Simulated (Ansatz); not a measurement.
Cost and result up the ladder for Hf2O5H2 (9 atoms). Charge 0, multiplicity 1. Geometry: r2SCAN-D4/def2-SVP.

Cartesian coordinates in Å:
```
Hf -0.030 0.915 0.265
Hf -0.131 -1.948 -0.562
O 0.711 2.887 0.858
O 1.210 -0.596 -0.115
O -1.374 -0.481 -0.189
O 0.031 2.800 -0.465
O -0.096 2.148 1.869
H -0.095 -2.412 -2.377
H -0.224 -3.313 0.717
```

Ansatz on 4 threads of Arm Neoverse V2 on a shared host. Times are rough, and most runs start from the orbitals of an earlier one. PBE0-D4/def2-TZVP serves as the yardstick here, not as an exact answer. Differences are given only for rows in sets of like size (and for xTB, whose basis is part of the method), since another set adds its own error. Binding counts from free atoms at the same level (Hf triplet, O triplet, H doublet; other spins of the atoms weren't run), without zero-point energy or a counterpoise term.

In the def2 sets Hf takes a core potential; there is no spin–orbit coupling. Correlated methods freeze 5 core orbitals; core or outer-core shells of Hf are correlated, in sets that lack core-valence functions. The rows differ in basis, and correlated rows in double-zeta sets carry the largest basis error. The structure holds 2 bonds between oxygen atoms, so isomers without such links may lie far lower. No other spin state of charge 0 was run. Another isomer (singlet) lies 3.98 eV lower at PBE0-D4/def2-TZVP; other spin states weren't run for this one.

Correlated methods converge slowly with the basis, most of all in double-zeta sets.

```json
{"level": "PBE-D4/def2-TZVP (with forces)", "functions": "247", "wall time": "3.6 s", "binding energy per atom (eV)": "4.65", "difference from PBE0-D4/def2-TZVP (eV)": "0.31", "remarks": "–"}
{"level": "PBE0-D4/def2-TZVP", "functions": "247", "wall time": "4.4 s", "binding energy per atom (eV)": "4.34", "difference from PBE0-D4/def2-TZVP (eV)": "0.00", "remarks": "–"}
{"level": "r2SCAN-D4/def2-TZVP", "functions": "247", "wall time": "6.5 s", "binding energy per atom (eV)": "4.50", "difference from PBE0-D4/def2-TZVP (eV)": "0.16", "remarks": "–"}
{"level": "r2SCANh-D4/def2-TZVP", "functions": "247", "wall time": "7 s", "binding energy per atom (eV)": "4.38", "difference from PBE0-D4/def2-TZVP (eV)": "0.04", "remarks": "–"}
{"level": "B97M-V/def2-TZVP", "functions": "247", "wall time": "13 s", "binding energy per atom (eV)": "4.44", "difference from PBE0-D4/def2-TZVP (eV)": "0.10", "remarks": "–"}
{"level": "CCSD(T)/def2-SVP", "functions": "144", "wall time": "61 s", "binding energy per atom (eV)": "4.17", "difference from PBE0-D4/def2-TZVP (eV)": "–", "remarks": "test for broken spin undecided"}
```
